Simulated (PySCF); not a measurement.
Gas-phase equilibrium of 1 mol HF, 0.82 mol H2O at 1800 K and 1.00 bar, among 15 species (O2, F2, O, F, HO2, HOF, H2O, H, FO, H2O2, O3, HF, H2, F2O, OH). Only gases are allowed; each row takes one source of thermochemistry for all species, and Cantera finds the minimum.

Method: PySCF energies (xtb for GFN2) plus ideal-gas RRHO corrections (1 bar). Table values come from the NASA 1993 polynomials. † marks an energy on the PBE0/def2-TZVP geometry and frequencies; other levels use their own. Open shells (unrestricted) among the columns below: O2 (multiplicity 3), O (multiplicity 3, electronic degeneracy 9), H (multiplicity 2), OH (multiplicity 2, electronic degeneracy 4); the rest are closed-shell singlets. GFN2 has no spin-polarisation term. Spin-orbit splitting is ignored; it lowers the true energy and changes the entropy of O, OH. The harmonic model lacks anharmonicity and excited electronic states, which grow with temperature; levels with a mode under 35 cm⁻¹ are left out. The table's entry may be an old estimate for OH (not checked at source).

Molecules larger than those listed are left out. Also missing: (HF)n, which can matter at low temperature or high pressure. Table species left out: FO2, H2F2, H3F3, H4F4.

With table thermochemistry: HF 0.55, H2O 0.45, H2 0.0011, O 2.7e-6, OH 0.00032, H 1.2e-5, O2 0.00048.

Problem. How far does the composition move with the other sources (GFN2-xTB, HF/def2-TZVP†, M06-2X/def2-TZVP†, PBE0/def2-SVP†, PBE0/def2-TZVP, LDA/def2-TZVP†)?

Solution. 
| thermochemistry | x HF | x H2O | x H2 | x O | x OH | x H | x O2 |
|---|---|---|---|---|---|---|---|
| table | 0.55 | 0.45 | 0.0011 | 2.7e-6 | 0.00032 | 1.2e-5 | 0.00048 |
| GFN2-xTB | 0.55 | 0.45 | 0.00015 | <1e-12 | 1.3e-6 | 6.0e-7 | 1.2e-7 |
| HF/def2-TZVP† | 0.49 | 0.29 | 0.093 | 0.072 | 0.045 | 0.0044 | 9.0e-6 |
| M06-2X/def2-TZVP† | 0.55 | 0.45 | 0.0022 | 3.3e-6 | 0.00046 | 2.2e-5 | 0.0010 |
| PBE0/def2-SVP† | 0.55 | 0.44 | 0.0053 | 2.7e-6 | 0.00051 | 7.5e-5 | 0.0025 |
| PBE0/def2-TZVP | 0.55 | 0.45 | 0.0030 | 2.9e-6 | 0.00057 | 4.3e-5 | 0.0014 |
| LDA/def2-TZVP† | 0.55 | 0.45 | 0.0012 | 1.6e-9 | 9.6e-6 | 7.8e-6 | 0.00058 |
The most sensitive of these is O: it spans a factor of 10^10.9 over these rows; at this temperature one factor of ten is RT ln 10 = 34 kJ/mol.
